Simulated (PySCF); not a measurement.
**Does the structure fit the spectrum?**

A compound C₅H₁₀OSi₂ gives the data below (simulated from a calculation) and was assigned the structure `O=C1CC=C([SiH2][SiH3])C1`.

$^{13}$C{$^{1}$H} NMR (computed): δ 153.1 (C), 152.3 (C), 149.9 (CH2), 135.6 (CH2), 74.4 (CH2).

$^{1}$H NMR (300 MHz, computed): δ 6.72 (m, 1H), 6.60 (m, 1H), 6.16 (br s, 1H), 5.88 (br s, 1H), 5.22 (s, 2H), 4.85 (s, 2H), 4.67 (s, 2H).

One conformer, averaged over atoms made equivalent by symmetry, fast rotation or ring inversion, no relativistic terms, no solvent. GFN2-xTB structure; PBE0/pcSseg-1 with gauge-including orbitals; PySCF 2.14.0 with density-fitted response routines.

Referencing at the same level of theory: $^{1}$H (31.72 ppm), $^{13}$C (186.93 ppm) vs TMS.

(1) Compare with the shifts computed for the proposed structure, pairing carbons in order of shift.

(2) Which isomer fits?

## Answers

(1) Atom-mapped SMILES (the numbers label the heavy atoms): `[O:1]=[C:2]1[CH2:3][CH:4]=[C:5]([SiH2:6][SiH3:7])[CH2:8]1`; H(Xn) means a hydrogen on atom n.

```
atom  computed for proposal  given list  difference
  C2                  221.3       153.1       +68.2
  C4                  150.3       152.3        -2.0
  C5                  142.6       149.9        -7.3
  C8                   49.9       135.6       -85.7
  C3                   48.0        74.4       -26.4
```

The rms difference is 50.5 ppm and the largest -85.7 ppm at C8 (sp3 CH2 α to a carbonyl). The carbon types in order of shift don't match either: C, CH, C, CH2, CH2 for the proposal against C, C, CH2, CH2, CH2 in the data. The proposal doesn't fit.

(2) `InChI=1S/C5H10OSi2/c1-4-3-6-8-5(2)7-4/h1-3,7-8H2`.

- Carbon types of the structure: 2 × C, 3 × CH2, leaving 4 H on heteroatoms.
- δC 153.1, 152.3: fully substituted alkene carbon; an sp2 carbon of a C=C bond.
- δC 149.9, 135.6: terminal =CH2 carbon; the olefinic region.
- δC 74.4: allylic sp3 CH2 bonded to O; pulled downfield by the heteroatom.
- δH 6.72, 6.60, 6.16, 5.88: hydrogen on a terminal =CH2 carbon; a vinylic proton, deshielded by the sp2 carbon and the C=C anisotropy.

The shifts were computed for this structure.

Shifts are as computed. Against solution values, carbons near 30 ppm lie about +3 ppm off and those near 130 ppm about +5 ppm. Of 1309 compounds with measured shifts, 239 miss one by over three times the rms of a fit or turn the order of signals round; such compounds aren't used in these exercises. No couplings were computed; multiplicities are counted from neighbouring protons, with m where these are inequivalent, close in shift, in a saturated or five-membered ring or joined by F or P, and br s for small geminal =CH2 splittings.
